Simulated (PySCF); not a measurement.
**Basis and Hamiltonian dependence of the excitation energy of N⁺**

N⁺ [He] 2s2 2p2 (3P) → N⁺ [He] 2s2 2p1 3s1, s spin flipped. All values are computed (PySCF 2.14, energy differences of UHF-based or UKS calculations, no spin-orbit coupling). Values in eV.

```tsv
basis	Hamiltonian	functions	UHF	LDA	PBE0	MP2 (valence)
aug-cc-pVDZ-DK	spin-free X2C	23	18.609	18.966	18.884	18.628
def2-TZVPPD	non-relativistic	37	18.614	18.932	18.845	18.770
dyall-acv3z	non-relativistic	76	18.554	18.911	18.819	18.714
aug-cc-pwCVQZ	non-relativistic	109	18.554	18.909	18.820	18.752
```

Frozen in the all-electron rows: valence: 1s2.

In the upper determinant the s electron has its spin opposite to the other open shell, which mixes two multiplicities.
